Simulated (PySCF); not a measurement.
Nb(S)(OH)2(Me) (CH₅NbO₂S), SMILES [CH3][Nb]([OH])([OH])=[S], multiplicity 1.

Geometry: B3LYP-D3(BJ)/def2-SVP. The multiplicity is an assumed one; no other spin state was optimised. The structure was generated by enumeration; whether it is a known compound was not checked. The def2 effective core potentials stand for the cores of Nb; spin–orbit coupling is left out. The values are those of a single conformer.

Two levels are set side by side: TDA-PBE/def2-SVPD (PySCF) and TDA-B3LYP/def2-SVPD (PySCF). Vertical, same geometry. The lowest singlet is HOMO→LUMO 85 %, HOMO−1→LUMO+1 14 % with PBE and HOMO→LUMO 61 %, HOMO−1→LUMO+1 38 % with the other functional; states are paired by order. Differences are taken from unrounded values.

```tsv
quantity	TDA-PBE
lowest singlet excitation (eV)	3.84
lowest triplet excitation (TDA) (eV)	3.34
```

These are the TDA-PBE values. What does TDA-B3LYP give? (The exact figures need the calculation; the answer reports its results.)


```
quantity                              TDA-B3LYP  TDA-PBE minus TDA-B3LYP
------------------------------------  ---------  -----------------------
lowest singlet excitation (eV)             3.93                    -0.09
lowest triplet excitation (TDA) (eV)       3.38                    -0.04
```

Rough cost on one machine, each run with all the roots and properties that it gave: TDA-B3LYP against TDA-PBE about 2 times.
